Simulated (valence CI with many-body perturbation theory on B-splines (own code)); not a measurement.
# Bi⁶⁹⁺: calculated level list

Method: configuration interaction combined with many-body perturbation theory (CI+MBPT): four valence electrons over a frozen Dirac-Fock core [Ne], a basis of 11 s, 11 p, 10 d, 8 f, 5 g, 2 h functions for each j, with the one-electron correlation potential Σ1, the two-electron term Σ2, the three-electron term Σ3, Breit, model QED; selected CI, second order for the rest, scaled by the run's own slope (own B-spline code, finite nucleus).

The last digits are not significant, and no measured levels were compared; by estimate large intervals hold to a few tenths of a per cent, small ones and those within an open d or f shell to about a per cent. Among the levels kept, up to 580 cm⁻¹ of a level comes from second order outside the variational space, and about a tenth of that is noise between levels of different J, which matters for small intervals.

Levels 91 to 135 of 164, with energies above the lowest level, (3s^2 3p1/2^2) J=0. "Leading %" is the weight of the configuration and term that name the level; weights of strongly mixed levels are sums over their largest components and can fall short. In the jj column 3d3/2^4 stands for four electrons in 3d with j = 3/2. Lifetimes count E1, E2, E3, M1 and M2 decay at the calculated energies, and are blank where another channel may lead or the interval is too uncertain; long ones can be off by a factor of two.

| No. | Configuration | Term | J | E (× 10³ cm⁻¹) | Leading % | Leading jj | Lifetime |
| --- | --- | --- | --- | --- | --- | --- | --- |
| 91 | 3s 3p 3d2 | 3G° | 5 | 17041 | 34 | 3s 3p1/2 3d3/2 3d5/2 (98 %) | 1.97 ps |
| 92 | 3s 3p 3d2 | 3H° | 4 | 17065 | 48 | 3s 3p1/2 3d3/2 3d5/2 (96 %) | 995 fs |
| 93 | 3s 3p 3d2 | 1D° | 2 | 17097 | 24 | 3s 3p1/2 3d3/2 3d5/2 (96 %) | 1.02 ps |
| 94 | 3s 3p3 | 1P° | 1 | 17114 | 36 | 3s 3p3/2^3 (98 %) | 74.1 fs |
| 95 | 3s 3p 3d2 | 3D° | 1 | 17156 | 51 | 3s 3p1/2 3d3/2 3d5/2 (93 %) | 742 fs |
| 96 | 3s 3p 3d2 | 3P° | 0 | 17185 | 48 | 3s 3p1/2 3d3/2 3d5/2 (94 %) | 833 fs |
| 97 | 3s 3p 3d2 | 5D° | 3 | 17242 | 25 | 3s 3p1/2 3d3/2 3d5/2 (88 %) | 122 fs |
| 98 | 3s 3p 3d2 | 5D° | 2 | 17272 | 22 | 3s 3p1/2 3d3/2 3d5/2 (98 %) | 141 fs |
| 99 | 3s 3p 3d2 | 3F° | 4 | 17304 | 43 | 3s 3p1/2 3d3/2 3d5/2 (89 %) | 116 fs |
| 100 | 3s 3p 3d2 | 3F° | 2 | 17400 | 21 | 3s 3p1/2 3d3/2 3d5/2 (88 %) | 98.3 fs |
| 101 | 3s 3p 3d2 | 3G° | 3 | 17412 | 31 | 3s 3p1/2 3d3/2 3d5/2 (93 %) | 129 fs |
| 102 | 3s 3p 3d2 | 3D° | 1 | 17491 | 27 | 3s 3p1/2 3d3/2 3d5/2 (82 %) | 89.8 fs |
| 103 | 3p2 3d2 | 3F | 2 | 17589 | 40 | 3p1/2^2 3d3/2^2 (99 %) | 4.08 ps |
| 104 | 3p2 3d2 | 3P | 0 | 17828 | 58 | 3p1/2^2 3d3/2^2 (98 %) | 3.86 ps |
| 105 | 3s 3p 3d2 | 5D° | 4 | 18060 | 31 | 3s 3p1/2 3d5/2^2 (97 %) | 873 fs |
| 106 | 3s 3p 3d2 | 3D° | 2 | 18186 | 25 | 3s 3p1/2 3d5/2^2 (99 %) | 884 fs |
| 107 | 3s 3p 3d2 | 3G° | 5 | 18205 | 36 | 3s 3p1/2 3d5/2^2 (98 %) | 1.22 ps |
| 108 | 3s 3p 3d2 | 3D° | 3 | 18329 | 27 | 3s 3p1/2 3d5/2^2 (99 %) | 969 fs |
| 109 | 3s 3p 3d2 | 3G° | 4 | 18351 | 29 | 3s 3p1/2 3d5/2^2 (97 %) | 972 fs |
| 110 | 3s 3p 3d2 | 3D° | 3 | 18383 | 35 | 3s 3p1/2 3d5/2^2 (94 %) | 609 fs |
| 111 | 3s 3p 3d2 | 3F° | 2 | 18421 | 24 | 3s 3p1/2 3d5/2^2 (96 %) | 700 fs |
| 112 | 3s 3p 3d2 | 3P° | 1 | 18436 | 32 | 3s 3p1/2 3d5/2^2 (96 %) | 640 fs |
| 113 | 3s 3p 3d2 | 3P° | 0 | 18458 | 76 | 3s 3p1/2 3d5/2^2 (98 %) | 803 fs |
| 114 | 3p4 | 1D | 2 | 18559 | 35 | 3p1/2 3p3/2^3 (51 %) | 144 fs |
| 115 | 3p4 | 3P | 1 | 18621 | 74 | 3p1/2 3p3/2^3 (74 %) | 97.3 fs |
| 116 | 3s 3p 3d2 | 3P° | 1 | 18626 | 48 | 3s 3p1/2 3d5/2^2 (96 %) | 658 fs |
| 117 | 3s 3p2 3d | 5P | 1 | 18759 | 33 | 3s 3p3/2^2 3d3/2 (88 %) | 101 fs |
| 118 | 3s 3p2 3d | 3F | 3 | 18769 | 24 | 3s 3p3/2^2 3d3/2 (94 %) | 161 fs |
| 119 | 3s 3p2 3d | 5D | 2 | 18788 | 19 | 3s 3p3/2^2 3d3/2 (70 %) | 102 fs |
| 120 | 3p2 3d2 | 3F | 3 | 18803 | 32 | 3p1/2^2 3d3/2 3d5/2 (96 %) | 1.29 ps |
| 121 | 3s 3p2 3d | 3F | 4 | 18831 | 43 | 3s 3p3/2^2 3d3/2 (98 %) | 158 fs |
| 122 | 3p2 3d2 | 3P | 2 | 18910 | 23 | 3p1/2^2 3d3/2 3d5/2 (98 %) | 1.59 ps |
| 123 | 3p2 3d2 | 1G | 4 | 18951 | 25 | 3p1/2^2 3d3/2 3d5/2 (98 %) | 1.51 ps |
| 124 | 3p2 3d2 | 3P | 1 | 18962 | 37 | 3p1/2^2 3d3/2 3d5/2 (98 %) | 1.48 ps |
| 125 | 3s 3p2 3d | 3D | 1 | 19073 | 57 | 3s 3p3/2^2 3d3/2 (95 %) | 89.6 fs |
| 126 | 3s 3p2 3d | 3P | 0 | 19186 | 83 | 3s 3p3/2^2 3d3/2 (93 %) | 64.0 fs |
| 127 | 3s 3p2 3d | 3D | 2 | 19193 | 49 | 3s 3p3/2^2 3d3/2 (95 %) | 89.8 fs |
| 128 | 3s 3p2 3d | 3F | 3 | 19204 | 33 | 3s 3p3/2^2 3d3/2 (98 %) | 65.5 fs |
| 129 | 3s 3p2 3d | 3D | 1 | 19279 | 51 | 3s 3p3/2^2 3d3/2 (90 %) | 57.1 fs |
| 130 | 3s 3p2 3d | 3F | 2 | 19321 | 27 | 3s 3p3/2^2 3d3/2 (82 %) | 48.2 fs |
| 131 | 3s 3p2 3d | 5F | 5 | 19662 | 62 | 3s 3p3/2^2 3d5/2 (100 %) | 623 fs |
| 132 | 3s 3p2 3d | 3F | 4 | 19697 | 51 | 3s 3p3/2^2 3d5/2 (99 %) | 459 fs |
| 133 | 3s 3p2 3d | 3P | 0 | 19914 | 64 | 3s 3p3/2^2 3d5/2 (93 %) | 338 fs |
| 134 | 3s 3p2 3d | 3P | 1 | 19976 | 41 | 3s 3p3/2^2 3d5/2 (97 %) | 215 fs |
| 135 | 3s 3p2 3d | 3D | 3 | 19981 | 43 | 3s 3p3/2^2 3d5/2 (98 %) | 278 fs |
